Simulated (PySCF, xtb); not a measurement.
C3H10OSi2, SMILES C=C([SiH3])C[SiH2]O.

GFN2-xTB in xtb at its own geometry gives an orbital gap of 4.22 eV and a dipole moment of 1.65 D.

Geometry optimised at PBE0-D3(BJ)/def2-SVP. This is a generated structure with no PubChem entry under its InChIKey; it may be hypothetical. One conformer was computed; it need not be the lowest.

**Question.** What does HF/def2-TZVP run with PySCF give? (An estimate is asked for; the answer gives what the named calculation found.)

**Answer.** gap 12.76 eV (levels -9.65 and 3.11 eV), dipole 2.10 D.
